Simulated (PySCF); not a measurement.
**C2H10Si2**

The system: C2H10Si2, a small molecule; neutral, singlet. The structure, one conformer, was relaxed in the gas phase by PBE0-D3(BJ)/def2-SVP. No frequency run checks that it is a minimum.

SMILES: CC([SiH3])[SiH3]

Coordinates in Å:
```
C1      0.404    0.050   -0.217
Si2    -0.073    1.516    0.876
Si3    -0.983   -0.425   -1.407
C4      0.874   -1.150    0.617
H5      1.233    0.411   -0.854
H6     -0.456    2.699    0.047
H7      1.078    1.894    1.755
H8     -1.231    1.151    1.752
H9     -2.188   -0.876   -0.642
H10    -1.371    0.734   -2.269
H11    -0.540   -1.553   -2.287
H12     0.066   -1.537    1.259
H13     1.210   -1.985   -0.020
H14     1.715   -0.886    1.278
```

Shieldings: GIAO PBE0/pcSseg-2. Shifts are against computed references at the same level: C TMS (σ 184.1 ppm), H TMS (σ 31.24 ppm), Si TMS (σ 341.3 ppm). Core levels by delta-SCF with SCAN, pcX-2 on the ionised atom and pcseg-1 elsewhere, spin-free X2C (2p3/2 is the spin-free 2p value less a third of a first-order spin-orbit splitting); from the vacuum level, for chosen atoms.

Problem. Give the NMR and core-level values of the distinct atoms.

Solution. 
```
      atoms         bonded to  σ (ppm)  δ (ppm)  core level (eV)
         C1  1 C + 2 Si + 1 H    188.1     -4.0        1s 289.99
    Si2 Si3         1 C + 3 H    398.8    -57.5     2p3/2 106.57
         C4         1 C + 3 H    168.5     15.6        1s 290.85
         H5               1 C    30.92     0.33                -
   H6 H7 H8              1 Si    27.28     3.97                -
 H9 H10 H11              1 Si    27.27     3.97                -
H12 H13 H14               1 C    29.97     1.28                -
```

Values are those of this one static structure, with the three H of a rotating XH3 group averaged; atoms that internal rotation interchanges would show their mean in an NMR spectrum.

Problem. Which of C1, C4 holds its core electrons tightest, and by how much against the loosest?

Solution. C4 (bonded to 1 C + 3 H), by 0.86 eV over C1 (bonded to 1 C + 2 Si + 1 H).

Problem. By CAM-B3LYP/def2-SVPD (TDDFT singlets, Tamm-Dancoff triplets, ionisation by delta-SCF), where does absorption start, and what does vertical ionisation take?

Solution. The lowest singlet lies at 7.58 eV (f 0.013), the strongest of the first 6 at 8.43 eV (f 0.233), the lowest triplet at 7.22 eV; vertical ionisation takes 10.30 eV.
